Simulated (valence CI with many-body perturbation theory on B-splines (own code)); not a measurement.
The numbers below are computed, except where a source is named.
**Sensitivity of CI+MBPT for Cu XV**

Method: configuration interaction combined with many-body perturbation theory (CI+MBPT): five valence electrons over a frozen Dirac-Fock core [Ne], a basis of 6 s, 6 p, 5 d, 3 f, 1 g functions for each j, with the one-electron correlation potential Σ1, the two-electron term Σ2, the three-electron term Σ3, Breit, model QED; selected CI, second order for the rest, scaled by the run's own slope (own B-spline code, finite nucleus).

No measured levels were compared; by estimate levels of excited configurations hold to 0.05 to 0.15 % of their energy, terms of the ground configuration to about 0.5 %. Among the levels kept, up to 1100 cm⁻¹ of a level comes from second order outside the variational space, and about a tenth of that is noise between levels of different J, which matters for small intervals.

The reference run has the lowest level 3s2 3p3 4S°_3/2 and an ionisation energy of 478.206 eV. Its largest variational space holds 9991 state functions.

Names give the largest LS component (configuration and term), which can be under half, so a name can repeat, a term be missing and a line seem to break the LS rules; names also repeat where a configuration has a term twice. Letters in brackets count levels of one name in rising energy.

| Level | Reference (cm⁻¹) | Shift (cm⁻¹) |
| --- | --- | --- |
| 3s2 3p3 2D°_3/2 | 48394 | -5.1 |
| 3s2 3p3 2D°_5/2 | 58254 | -15 |
| 3s2 3p3 2P°_1/2 | 91736 | -19 |
| 3s2 3p3 2P°_3/2 | 106700 | -38 |
| 3s 3p4 4P_5/2 | 338058 | +143 |
| 3s 3p4 4P_3/2 | 355559 | +128 |
| 3s 3p4 4P_1/2 | 362337 | +125 |
| 3s 3p4 2D_3/2 | 419354 | +127 |
| 3s 3p4 2D_5/2 | 424201 | +118 |
| 3s2 3p2 3d 2P_3/2 | 478141 | +123 |
| 3s 3p4 2S_1/2 [a] | 483652 | +120 |
| 3s 3p4 2S_1/2 [b] | 511231 | +96 |

The ionisation energy moves by -0.128 eV.

(1) Which of these changes was made?
A. scale of Σ1 1 → 0.8
B. Breit term on → off
C. Breit term on → off; scale of Σ1 1 → 0.9

Answers

(1) A. scale of Σ1 1 → 0.8.
